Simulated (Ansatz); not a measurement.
`C=CCF` + HI → `FCI` + ethylene at 298.15 K and 1 bar (substitution at a C–C bond).

Isolated molecules relaxed with PBE0-D4/def2-TZVP in Ansatz; ΔE leaves out vibrations. CCSD(T)/CBS is the MP2 limit (def2-TZVPP, def2-QZVPP) plus CCSD(T) − MP2 in def2-TZVPP, frozen cores. This one scheme is used for every species. def2 core potentials past Kr. For I outer-core shells are correlated without core-valence functions, which leaves a few kJ/mol of doubt a bond. One conformer a species, not always the lowest.

```csv
species,CCSD(T)/CBS energy (Eh),H − E (kJ/mol),S (J/(mol·K))
`C=CCF`,-216.92453,206.2,283.4
HI,-298.03592,22.7,206.5
`FCI`,-436.46970,90.6,284.3
`C=C`,-78.48111,144.6,218.9
```

H − E and S are ideal-gas, rigid-rotor, harmonic terms from PBE0-D4/def2-TZVP, for one conformer and one mirror image of each species. 1 Eh = 2625.50 kJ/mol, R = 8.31446 J/(mol·K).

Task: By hand: ΔE, ΔH, ΔS and ΔG.

Result: ΔE = (-436.46970) + (-78.48111) − (-216.92453) − (-298.03592) = 0.00964 Eh = 25.3 kJ/mol. Δ(H − E) = 90.6 + 144.6 − 206.2 − 22.7 = 6.3, so ΔH = 31.6 kJ/mol. ΔS = 284.3 + 218.9 − 283.4 − 206.5 = 13.3 J/(mol·K). ΔG = 31.6 − 298.15 × (13.3)/1000 = 27.6 kJ/mol.

Task: By hand: the equilibrium constant, and the temperature at which ΔG would vanish if ΔH and ΔS stayed fixed.

Result: log₁₀ K = −ΔG/(RT ln 10) = -4.8. ΔG = 0 at ΔH/ΔS = 2376 K, though so small a ΔS makes that figure unsure.

The number of gas molecules stays the same, so ΔS is small and ΔH decides. A doubt of 5 kJ/mol in ΔE shifts log₁₀ K by 0.9 here. Other conformers and mirror images would add mixing entropy, several J/(mol·K) or more a flexible species. These are equilibria of isolated gas molecules and say nothing of rates. Largest T1 diagnostic: 0.011 (customary marks: 0.02 for closed shells, 0.045 for open ones).
